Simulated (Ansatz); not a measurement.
Reaction R1 → 2 P1, each structure at its B3LYP-D3(BJ)/def2-TZVP stationary point, reached from a drawn start (curvature not checked).
R1: H2 (SMILES [H][H]), charge 0, multiplicity 1.
P1: H atom, charge 0, multiplicity 2.

| level | reaction energy (eV) | minus CCSD(T)/CBS(cc-pVTZ, cc-pVQZ) |
|---|---|---|
| HF/cc-pVDZ | 3.542 | -1.209 |
| SVWN5/def2-TZVPP | 4.905 | 0.154 |
| PBE/def2-TZVPP | 4.541 | -0.210 |
| revPBE/def2-TZVPP | 4.581 | -0.171 |
| r2SCAN/def2-TZVPP | 4.665 | -0.086 |
| B97M-V/def2-TZVPP | 4.678 | -0.073 |
| B3LYP/def2-TZVPP | 4.781 | 0.030 |
| PBE0/def2-TZVPP | 4.528 | -0.223 |
| BHLYP/def2-TZVPP | 4.707 | -0.045 |
| wB97M-V/def2-TZVPP | 4.711 | -0.041 |
| B2PLYP/def2-TZVPP | 4.699 | -0.052 |
| MP2/cc-pVDZ | 4.261 | -0.490 |
| MP2/cc-pVQZ | 4.535 | -0.216 |
| MP2/CBS(cc-pVTZ, cc-pVQZ) | 4.563 | -0.188 |
| SCS-MP2/cc-pVTZ | 4.662 | -0.089 |
| SCS-MP2/cc-pVQZ | 4.715 | -0.036 |
| CCSD/cc-pVDZ | 4.488 | -0.263 |
| CCSD/cc-pVQZ | 4.732 | -0.019 |
| CCSD(T)/cc-pVDZ | 4.488 | -0.263 |
| CCSD(T)/CBS(cc-pVTZ, cc-pVQZ) | 4.751 | 0.000 |

 The comparison column counts from a level with limits of its own.

P less R. No zero-point or thermal terms.

CBS(a, b) extrapolates the correlation energy as X⁻³ and adds the Hartree–Fock energy of set b.

The values were computed with Ansatz (a program for electronic structure). No computed number here is a measurement.
